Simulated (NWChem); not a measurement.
The numbers come from NWChem runs, not from measurements. System: GeSe, charge 0, spin multiplicity 1, at a geometry optimised with PBE/def2-SVP. The structure started from a generated list of species. Level: B2PLYP/def2-SVP, 18 core orbitals frozen.

Output (cleaned and shortened):

```
             Northwest Computational Chemistry Package (NWChem) 7.3.0
             --------------------------------------------------------

                                NWChem Input Module
                                -------------------

 Scaling coordinates for geometry "geometry" by  1.889725989
 (inverse scale =  0.529177249)

 Turning off AUTOSYM since
 SYMMETRY directive was detected!

                             Geometry "geometry" -> ""
                             -------------------------

 Output coordinates in angstroms (scale by  1.889725989 to convert to a.u.)

  No.       Tag          Charge          X              Y              Z
 ---- ---------------- ---------- -------------- -------------- --------------
    1 Ge                  32.0000     0.00000000     0.00000000     1.11733500
    2 Se                  34.0000     0.00000000     0.00000000    -1.05160900

 Effective nuclear repulsion energy (a.u.)     265.4493831614

            Nuclear Dipole moment (a.u.)
            ----------------------------
        X                 Y               Z
 ---------------- ---------------- ----------------
     0.0000000000     0.0000000000     0.0000264562

      Symmetry information
      --------------------

 Group name             C2v
 Group number             16
 Group order               4
 No. of unique centers     2

      Symmetry unique atoms

     1    2


 Summary of "ao basis" -> "" (spherical)
 ------------------------------------------------------------------------------
       Tag                 Description            Shells   Functions and Types
 ---------------- ------------------------------  ------  ---------------------
 *                          def2-svp                  on all atoms

  dft_input: which_mp2 not specified, using semidirect MP2 by default.

                                 NWChem DFT Module
                                 -----------------

 Summary of "ao basis" -> "ao basis" (spherical)
 ------------------------------------------------------------------------------
       Tag                 Description            Shells   Functions and Types
 ---------------- ------------------------------  ------  ---------------------
 Ge                         def2-svp                12       32   5s4p3d
 Se                         def2-svp                12       32   5s4p3d

 Summary of "ao basis" -> "ao basis" (spherical)
 ------------------------------------------------------------------------------
       Tag                 Description            Shells   Functions and Types
 ---------------- ------------------------------  ------  ---------------------
 Ge                         def2-svp                12       32   5s4p3d
 Se                         def2-svp                12       32   5s4p3d

      Symmetry analysis of basis
      --------------------------

        a1         30
        a2          6
        b1         14
        b2         14

            General Information
            -------------------
          SCF calculation type: DFT
          Wavefunction type:  closed shell.
          No. of atoms     :     2
          No. of electrons :    66
           Alpha electrons :    33
            Beta electrons :    33
          Charge           :     0
          Spin multiplicity:     1
          Use of symmetry is: on ; symmetry adaption is: on
          Maximum number of iterations: 100
          AO basis - number of functions:    64
                     number of shells:    24
          Convergence on energy requested:  1.00D-06
          Convergence on density requested:  1.00D-05
          Convergence on gradient requested:  5.00D-04

              XC Information
              --------------
                     Hartree-Fock (Exact) Exchange  0.530
                    Becke 1988 Exchange Functional  0.470
              Lee-Yang-Parr Correlation Functional  0.730

             Grid Information
             ----------------
          Grid used for XC integration:  medium
          Radial quadrature: Mura-Knowles
          Angular quadrature: Lebedev.
          Tag              B.-S. Rad. Rad. Pts. Rad. Cut. Ang. Pts.
          ---              ---------- --------- --------- ---------
[...]
 Vector   31  Occ=2.000000D+00  E=-3.116580D-01  Symmetry=a1
              MO Center=  7.9D-17,  7.9D-17,  2.6D-01, r^2= 3.7D+00
   Bfn.  Coefficient  Atom+Function         Bfn.  Coefficient  Atom+Function
  ----- ------------  ---------------      ----- ------------  ---------------
    46     -0.388402  2 Se pz                49     -0.381241  2 Se pz
    14      0.356949  1 Ge pz                 4      0.285606  1 Ge s
     5      0.256076  1 Ge s                 17      0.252614  1 Ge pz
    43      0.246076  2 Se pz                11     -0.200128  1 Ge pz
     3     -0.167577  1 Ge s                 37      0.129795  2 Se s

 Vector   32  Occ=2.000000D+00  E=-2.992542D-01  Symmetry=b2
              MO Center=  7.9D-32, -3.2D-16, -5.5D-01, r^2= 2.4D+00
   Bfn.  Coefficient  Atom+Function         Bfn.  Coefficient  Atom+Function
  ----- ------------  ---------------      ----- ------------  ---------------
    48      0.504931  2 Se py                45      0.432774  2 Se py
    42     -0.278656  2 Se py                16      0.222424  1 Ge py
    13      0.211115  1 Ge py                10     -0.122339  1 Ge py
    39      0.090427  2 Se py                29     -0.053899  1 Ge d -1
    61      0.042691  2 Se d -1               7      0.039724  1 Ge py

 Vector   33  Occ=2.000000D+00  E=-2.992542D-01  Symmetry=b1
              MO Center= -3.2D-16,  6.5D-32, -5.5D-01, r^2= 2.4D+00
   Bfn.  Coefficient  Atom+Function         Bfn.  Coefficient  Atom+Function
  ----- ------------  ---------------      ----- ------------  ---------------
    47      0.504931  2 Se px                44      0.432774  2 Se px
    41     -0.278656  2 Se px                15      0.222424  1 Ge px
    12      0.211115  1 Ge px                 9     -0.122339  1 Ge px
    38      0.090427  2 Se px                31      0.053899  1 Ge d  1
    63     -0.042691  2 Se d  1               6      0.039724  1 Ge px

 Vector   34  Occ=0.000000D+00  E=-4.936687D-02  Symmetry=b1
              MO Center=  1.0D-17, -2.0D-33,  6.8D-01, r^2= 3.7D+00
   Bfn.  Coefficient  Atom+Function         Bfn.  Coefficient  Atom+Function
  ----- ------------  ---------------      ----- ------------  ---------------
    15      0.695550  1 Ge px                47     -0.462548  2 Se px
    12      0.389195  1 Ge px                44     -0.244815  2 Se px
     9     -0.223862  1 Ge px                41      0.162461  2 Se px
     6      0.072386  1 Ge px                38     -0.052611  2 Se px
    63     -0.038106  2 Se d  1

 Vector   35  Occ=0.000000D+00  E=-4.936687D-02  Symmetry=b2
              MO Center= -9.2D-33,  1.0D-17,  6.8D-01, r^2= 3.7D+00
   Bfn.  Coefficient  Atom+Function         Bfn.  Coefficient  Atom+Function
  ----- ------------  ---------------      ----- ------------  ---------------
    16      0.695550  1 Ge py                48     -0.462548  2 Se py
    13      0.389195  1 Ge py                45     -0.244815  2 Se py
    10     -0.223862  1 Ge py                42      0.162461  2 Se py
     7      0.072386  1 Ge py                39     -0.052611  2 Se py
    61      0.038106  2 Se d -1

 Vector   36  Occ=0.000000D+00  E= 9.238958D-02  Symmetry=a1
              MO Center= -1.9D-16, -1.9D-16,  7.9D-01, r^2= 4.9D+00
   Bfn.  Coefficient  Atom+Function         Bfn.  Coefficient  Atom+Function
  ----- ------------  ---------------      ----- ------------  ---------------
    17      1.441701  1 Ge pz                49      1.051571  2 Se pz
    37      1.018557  2 Se s                  5     -0.807769  1 Ge s
     4     -0.350375  1 Ge s                 36      0.304939  2 Se s
    14      0.211807  1 Ge pz                46      0.210334  2 Se pz
    35     -0.207503  2 Se s                  3      0.183520  1 Ge s

 center of mass
 --------------
 x =   0.00000000 y =   0.00000000 z =  -0.00489207

 moments of inertia (a.u.)
 ------------------
         641.220789956950           0.000000000000           0.000000000000
           0.000000000000         641.220789956950           0.000000000000
           0.000000000000           0.000000000000           0.000000000000

     Multipole analysis of the density
     ---------------------------------

     L   x y z        total         alpha         beta         nuclear
     -   - - -        -----         -----         ----         -------
     0   0 0 0     -0.000000    -33.000000    -33.000000     66.000000

     1   1 0 0     -0.000000     -0.000000     -0.000000      0.000000
     1   0 1 0     -0.000000     -0.000000     -0.000000      0.000000
     1   0 0 1      0.806151      0.403062      0.403062      0.000026

     2   2 0 0    -25.966730    -12.983365    -12.983365      0.000000
     2   1 1 0     -0.000000     -0.000000     -0.000000      0.000000
     2   1 0 1      0.000000      0.000000      0.000000      0.000000
     2   0 2 0    -25.966730    -12.983365    -12.983365      0.000000
     2   0 1 1      0.000000      0.000000      0.000000      0.000000
     2   0 0 2    -26.303535   -151.619734   -151.619734    276.935933

                   NWChem MP2 Semi-direct Energy/Gradient Module
                   ---------------------------------------------

  Basis functions       =     64
  Molecular orbitals    =     64
  Frozen core           =     18
  Frozen virtuals       =      0
  Active alpha occupied =     15
  Active beta occupied  =     15
  Active alpha virtual  =     31
  Active beta virtual   =     31
  Use MO symmetry       = T
  Use skeleton AO sym   = T

  AO/Fock/Back tols     =   1.0D-09  1.0D-09  1.0D-09

 GA uses MA = F    GA memory limited = T

 Available:
  local mem=  4.43D+07
 global mem=  1.44D+08
 local disk=  0.00D+00
  mp2_memr nvloc                    31
  nvloc new                    31
   1 passes of  15:        3145728                      20213                   3162755.
   1 passes of  15: M     44323415           G      144171008           F      41177687.

 Semi-direct pass number   1 of   1  for RHF alpha+beta  at        1.5s
  vrange nnbf                  1996
  mp2_eaftype                    12  avail_ma_in_mb                   386
 EAF : mp2_eaftype filesize          12    1581377.
  mp2_eaf for mointskh                     12
Node 0 wrote      7.4 Mb in      0.0 s     Agg I/O rate:  1153.6 Mb/s
 Done moints_semi at        3.0s
  mp2_eaftype                    12  avail_ma_in_mb                   386
 EAF : mp2_eaftype filesize          12    1581377.
  mp2_eaf for kh                    12
 Done maket at        3.0s
 Done multipass loop at        3.0s

          -------------------------------------------
          DFT energy                   -4477.135803252826
          Unscaled MP2 energy             -0.540960114252
          Total DFT+MP2 energy         -4477.281862483674
          -------------------------------------------

 -----------------------
 Performance information
 -----------------------

 Timer overhead =  1.76D-07 seconds/call

               Nr. of calls         CPU time (s)                 Wall time (s)                GFlops
             ---------------    -------------------     ------------------------------   -------------------
Name         Min   Avg   Max    Min     Avg     Max     Min     Avg     Max   Mx/calls   Min     Max     Sum
mp2: moin     1     1     1    1.4     1.4     1.4      1.4     1.4     1.4     1.4      0.0     0.0     0.0
mp2: make     1     1     1   3.66E-2 3.66E-2 3.66E-2  3.66E-2 3.66E-2 3.66E-2 3.66E-2   0.0     0.0     0.0
mp2: tota     1     1     1    1.5     1.5     1.5      1.5     1.5     1.5     1.5      0.0     0.0     0.0

 The average no. of pstat calls per process was 3.00D+00
 with a timing overhead of 5.29D-07s

 Task  times  cpu:        3.0s     wall:        3.0s

 Total times  cpu:        3.0s     wall:        3.0s
```

**Question.** Write an NWChem input that would produce this output.

**Answer.** One answer among several that fit: 
```
start mol
memory heap 200 mb stack 900 mb global 1100 mb
geometry units angstroms nocenter noautoz
  Ge     0.000000     0.000000     1.117335
  Se     0.000000     0.000000    -1.051609
  symmetry group C2v
end
basis spherical
  * library def2-svp
end
dft
  xc hfexch 0.53 becke88 0.47 lyp 0.73 mp2 0.27
  dftmp2
  semidirect memsize 60000000 filesize 0
  iterations 100
end
mp2
  freeze core 18
end
task dft energy
```
